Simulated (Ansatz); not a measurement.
Geometry optimisation, RKS PBE-D4/def2-mTZVP (Ansatz).

Input file:

```yaml
crystal:
  periodic: [false, false, false]
  atoms:
    - { symbol: Zn, position_ang: [0.3514, 1.5239, 0.9608] }
    - { symbol: C, position_ang: [0.8963, -0.0213, -0.6492] }
    - { symbol: C, position_ang: [-0.4248, -0.6899, -0.3556] }
    - { symbol: H, position_ang: [-0.8835, -0.0734, 0.7927] }
    - { symbol: Cl, position_ang: [-1.1712, 1.7391, 2.491] }
    - { symbol: H, position_ang: [1.7618, -0.5901, -0.3388] }
    - { symbol: H, position_ang: [1.0049, 0.3584, -1.6542] }
    - { symbol: H, position_ang: [-0.3538, -1.7483, -0.1395] }
    - { symbol: H, position_ang: [-1.181, -0.4985, -1.1072] }
basis:
  gaussian: { orbitals: def2-mTZVP }
hamiltonian:
  xc: pbe
  dispersion: d4
relax:
  f_tol: 0.15
  max_steps: 25
  restrain:
    - { distance: [0, 3], at: 2.83, k: 30.0 }
    - { distance: [0, 1], at: 1.98, k: 30.0 }
    - { distance: [2, 3], at: 1.07, k: 30.0 }
```

Command:

```bash
$ ansatz run input.yaml --threads 2 --pin off --max-ram 3072MiB --backend cpu --events-out ev --progress --plain --runs-dir out
```

Q: Where does it end, and by what steps?

A: The forces met the threshold. The restraints hold the end off the free minimum. After 9 steps the energy has fallen by 1.907 eV (the restraints' own energy left out); Cl5 moved furthest, 1.21 Å.

| step | energy less start (eV) | largest force component (eV/Å) | accepted |
| --- | --- | --- | --- |
| 0 | 0.0000 | 3.155 | yes |
| 1 | -0.7676 | 2.345 | yes |
| 2 | -1.0126 | 1.153 | yes |
| 3 | -1.2846 | 0.999 | yes |
| 4 | -1.4653 | 0.679 | yes |
| 5 | -1.5990 | 0.521 | yes |
| 6 | -1.7140 | 0.634 | yes |
| 7 | -1.8234 | 0.459 | yes |
| 8 | -1.8914 | 0.511 | yes |
| 9 | -1.9068 | 0.406 | yes |

```xyz
9
Properties=species:S:1:pos:R:3
Zn 0.185 1.447 0.975
C 0.700 0.060 -0.324
C -0.484 -0.904 -0.446
H -0.843 -1.163 0.545
Cl -0.568 2.791 2.449
H 1.596 -0.456 0.052
H 0.966 0.508 -1.293
H -0.225 -1.837 -0.974
H -1.328 -0.447 -0.984
```

Run time: 15 s on 2 threads of AMD EPYC 9R14 (Zen 4) (shared host), peak memory 0.24 GiB.
